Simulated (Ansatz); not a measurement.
Species: sum formula BN₂H₄, net charge 0, doublet state. It need not be the lowest isomer of its formula. 
Structure (B3LYP-D3(BJ)/def2-TZVP (Ansatz, a program for electronic structure) minimum search):
SMILES: [B](N)N
```xyz
7

B     -0.0215     0.3561     0.3835
N     -1.2511    -0.0723    -0.1289
N      1.2587    -0.0530    -0.0060
H     -1.3500    -0.7545    -0.8693
H     -2.1288     0.2757     0.2110
H      2.0935     0.3083     0.4179
H      1.4400    -0.7330    -0.7326
```
Charge 0, spin multiplicity 2.

Computed values are from Ansatz. Valence correlation only, unless marked. UHF or UKS for open shells. No spin-orbit coupling. Non-relativistic. CBS(X,Y): correlation extrapolated as X^-3; Hartree-Fock from the larger set (for Q and 5 zeta extrapolated as (X+1)exp(-9√X)).

Question: What is the total energy at CCSD(T)/CBS(cc-pVQZ,cc-pV5Z)?

Answer: -136.6051 Eh.

Question: What is the dipole moment at CCSD(T)/aug-cc-pVDZ?

Answer: 1.67 D.

Question: What is the T1 diagnostic at CCSD/cc-pV5Z?

Answer: 0.012.

Question: What is the atomisation energy De at CCSD(T)/CBS(cc-pVQZ,cc-pV5Z)?

Answer: 591.0 kcal/mol.
